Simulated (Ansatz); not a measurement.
Computed with Ansatz on PBE0-D4/def2-TZVP structures; ΔE is electronic, products minus reactants. CCSD(T)/CBS adds triple-zeta CCSD(T) − MP2 to the extrapolated MP2 energy (def2 sets, frozen cores). This one scheme is used for every species. DFT in def2-TZVPP. B3LYP here is the variant with VWN-RPA as its local correlation; programs differ in this. HSE06 is defined as in plane-wave codes. One conformer a species, not always the lowest.

`N[SiH](O)CO` + H₂O → `N[SiH](O)O` + CH₃OH  (formal hydrolysis of the Si–C bond)

| level | ΔE (kJ/mol) | difference from CCSD(T)/CBS |
| --- | --- | --- |
| LDA (SPW92) | -113.4 | 12.4 |
| PBE-D4 | -113.0 | 12.8 |
| BLYP-D4 | -121.6 | 4.2 |
| r2SCAN-D4 | -126.4 | -0.6 |
| PBE0-D4 | -119.2 | 6.6 |
| B3LYP-D4 | -126.9 | -1.1 |
| HSE06-D4 | -119.3 | 6.5 |
| BHLYP-D4 | -135.3 | -9.5 |
| B2PLYP | -133.5 | -7.7 |
| PBE-QIDH | -127.9 | -2.1 |
| B3LYP | -134.2 | -8.4 |
| BHLYP | -141.2 | -15.4 |
| RPA@PBE/def2-TZVPP | -125.6 | 0.2 |
| CCSD/def2-SVP | -123.2 | 2.6 |
| MP2/def2-TZVPP | -128.9 | -3.1 |
| MP2/CBS(def2) | -127.4 | -1.6 |
| CCSD(T)/CBS | -125.8 | 0 |

Largest T1 diagnostic among the species: 0.011.

The D4 term adds +7.3 kJ/mol with B3LYP and +4.1 kJ/mol with PBE0; it sums over pairs of atoms, weighted by their polarisabilities, and B3LYP, whose exchange is more repulsive, gets the larger term. Leaving LDA and LC-ωPBE aside and taking each functional with its dispersion term where it has one, the values, not all of them listed here, spread over 25.0 kJ/mol, from BHLYP-D4 to revPBE-D4. LDA lies +4.2 kJ/mol from PBE without D4. In def2-TZVPP, CCSD(T) changes the Hartree–Fock value by +26.2 kJ/mol (the triples alone add +3.7 kJ/mol) and MP2 by +24.7 kJ/mol.

CCSD(T)/CBS has its own doubt, a few kJ/mol and more with outer-core shells, so smaller differences from it don't rank the levels.
